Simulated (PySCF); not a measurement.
Si(H)(F)(NH2)2 (FH5N2Si), SMILES N[SiH](N)F. Atoms are numbered in the order given.

```xyz
9

Si     0.0902     0.2795    -0.1889
N      1.3221    -0.7632     0.3909
N     -0.9733    -0.6576    -1.1439
F     -0.5482     0.9158     1.1758
H      0.4543     1.4623    -1.0112
H      1.8592    -0.5257     1.2180
H      1.8379    -1.3675    -0.2392
H     -1.3265    -1.5503    -0.8135
H     -1.5951    -0.2274    -1.8202
```
Charge 0, spin multiplicity 1.

The structure is a stationary point at B3LYP-D3(BJ)/def2-SVP. Other conformers were not sampled.

Method: PySCF with TDA-CAM-B3LYP/def2-SVPD.

Vertical excitations. Gas-phase values at a fixed geometry.

```tsv
state	energy (eV)	λ (nm)	f	main pairs
S1	6.97	178	0.044	HOMO→LUMO 76 %, HOMO→LUMO+1 18 %
S2	7.23	172	0.065	HOMO−1→LUMO 66 %, HOMO−1→LUMO+1 25 %
S3	8.11	153	0.012	HOMO→LUMO+1 39 %, HOMO→LUMO+2 36 %, HOMO→LUMO 7 %
S4	8.27	150	0.007	HOMO−1→LUMO+1 60 %, HOMO−1→LUMO 27 %
S5	8.38	148	0.078	HOMO→LUMO+2 37 %, HOMO→LUMO+1 26 %, HOMO→LUMO 12 %, HOMO→LUMO+3 7 %
S6	8.60	144	0.007	HOMO−1→LUMO+3 32 %, HOMO−1→LUMO+2 22 %, HOMO−1→LUMO+4 10 %, HOMO−1→LUMO+6 9 %
S7	8.64	144	0.006	HOMO→LUMO+5 46 %, HOMO→LUMO+6 14 %, HOMO→LUMO+4 13 %
S8	9.02	138	0.081	HOMO−1→LUMO+2 50 %, HOMO−1→LUMO+3 33 %
S9	9.12	136	0.048	HOMO→LUMO+3 46 %, HOMO→LUMO+4 33 %
S10	9.26	134	0.105	HOMO→LUMO+5 32 %, HOMO→LUMO+3 25 %, HOMO→LUMO+4 15 %
T1	6.52	190	0	HOMO→LUMO 67 %, HOMO→LUMO+1 24 %
T2	6.78	183	0	HOMO−1→LUMO 58 %, HOMO−1→LUMO+1 30 %
T3	7.80	159	0	HOMO→LUMO+1 53 %, HOMO→LUMO 19 %
T4	7.92	157	0	HOMO−1→LUMO+2 43 %, HOMO−1→LUMO+1 25 %, HOMO→LUMO+2 7 %
```
Triplets are in the Tamm–Dancoff approximation.
